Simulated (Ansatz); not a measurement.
`C[SiH2][Al]([F])[SiH3]` + `[NH2][Zn][OH]` → `[NH2][Zn][O][SiH3]` + `C[SiH2][AlH][F]`  (cleavage of the Si–Al bond)

Program: Ansatz. Geometries: PBE0-D4/def2-TZVP. ΔE: electronic, gas phase. CCSD(T)/CBS adds triple-zeta CCSD(T) − MP2 to the extrapolated MP2 energy (def2 sets, frozen cores). Functionals use def2-TZVPP. B3LYP here is the variant with VWN-RPA as its local correlation; programs differ in this. For Zn outer-core shells are correlated without core-valence functions, which leaves a few kJ/mol of doubt a bond. Scalar relativity is left out up to krypton. One conformer a species, not always the lowest.

```json
{"level": "PBE-D4", "ΔE (kJ/mol)": "-69.7", "difference from CCSD(T)/CBS": "31.3"}
{"level": "r2SCAN-D4", "ΔE (kJ/mol)": "-93.3", "difference from CCSD(T)/CBS": "7.7"}
{"level": "PBE0-D4", "ΔE (kJ/mol)": "-82.2", "difference from CCSD(T)/CBS": "18.8"}
{"level": "B3LYP-D4", "ΔE (kJ/mol)": "-99.1", "difference from CCSD(T)/CBS": "1.9"}
{"level": "PBE0", "ΔE (kJ/mol)": "-83.2", "difference from CCSD(T)/CBS": "17.8"}
{"level": "B3LYP", "ΔE (kJ/mol)": "-100.1", "difference from CCSD(T)/CBS": "0.9"}
{"level": "HF/def2-TZVPP", "ΔE (kJ/mol)": "-135.4", "difference from CCSD(T)/CBS": "-34.4"}
{"level": "MP2/def2-TZVPP", "ΔE (kJ/mol)": "-110.4", "difference from CCSD(T)/CBS": "-9.4"}
{"level": "SCS-MP2/def2-TZVPP", "ΔE (kJ/mol)": "-115.8", "difference from CCSD(T)/CBS": "-14.8"}
{"level": "CCSD/def2-TZVPP", "ΔE (kJ/mol)": "-106.4", "difference from CCSD(T)/CBS": "-5.4"}
{"level": "CCSD(T)/def2-TZVPP", "ΔE (kJ/mol)": "-102.0", "difference from CCSD(T)/CBS": "-1.0"}
{"level": "HF/def2-QZVPP", "ΔE (kJ/mol)": "-137.5", "difference from CCSD(T)/CBS": "-36.5"}
{"level": "MP2/def2-QZVPP", "ΔE (kJ/mol)": "-110.5", "difference from CCSD(T)/CBS": "-9.5"}
{"level": "SCS-MP2/def2-QZVPP", "ΔE (kJ/mol)": "-115.9", "difference from CCSD(T)/CBS": "-14.9"}
{"level": "HF/CBS(def2)", "ΔE (kJ/mol)": "-137.8", "difference from CCSD(T)/CBS": "-36.8"}
{"level": "MP2/CBS(def2)", "ΔE (kJ/mol)": "-109.4", "difference from CCSD(T)/CBS": "-8.4"}
{"level": "CCSD(T)/CBS", "ΔE (kJ/mol)": "-101.0", "difference from CCSD(T)/CBS": "0"}
```

Largest T1 diagnostic among the species: 0.017.

In def2-TZVPP, CCSD(T) changes the Hartree–Fock value by +33.4 kJ/mol (the triples alone add +4.4 kJ/mol) and MP2 by +25.0 kJ/mol. From PBE to PBE0 (25 % exact exchange), in def2-TZVPP and without D4, ΔE moves by −12.7 kJ/mol.
